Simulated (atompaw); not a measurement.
# u(r) = r·R(r): atom against pseudo-atom (iron (Fe))

Columns: radius, all-electron u(r) and pseudo u(r) of the 4s shell (level -31.30 eV) of iron in the configuration [Ar] 3d5 4s0 4p0; PBE, scalar-relativistic, PAW (atompaw) scheme, atompaw 4.2.0.5.

```csv
r (bohr),all-electron,pseudo
0.104,0.1076,0.0626
0.208,0.2206,0.1249
0.312,0.0139,0.1867
0.415,-0.2192,0.2469
0.519,-0.3575,0.3066
0.623,-0.3828,0.3647
0.727,-0.3207,0.4209
0.831,-0.2045,0.4747
0.935,-0.0620,0.5256
1.038,0.0857,0.5729
1.142,0.2287,0.6168
1.246,0.3579,0.6563
1.350,0.4696,0.6912
1.454,0.5622,0.7208
1.558,0.6355,0.7447
1.662,0.6908,0.7626
1.765,0.7291,0.7742
1.869,0.7530,0.7795
1.973,0.7640,0.7783
2.077,0.7639,0.7709
2.181,0.7545,0.7575
2.285,0.7374,0.7385
2.388,0.7145,0.7148
2.492,0.6866,0.6866
2.596,0.6552,0.6552
2.700,0.6212,0.6212
```

Problem. How many radial nodes do the two functions have?

Solution. The all-electron 4s function has n − l − 1 = 3 (the table is too coarse to show those close to the nucleus); the pseudo-wave has 0, since the states of the same l below it are removed with the core.

Problem. Where does each function peak?

Solution. Outermost all-electron maximum near 1.97 bohr, pseudo maximum near 1.87 bohr (to the table’s step).

Problem. Is the pseudo-wave norm-conserving?

Solution. No, it belongs to a PAW set: the norm inside the radius is not constrained, and the difference is carried by the augmentation charge.
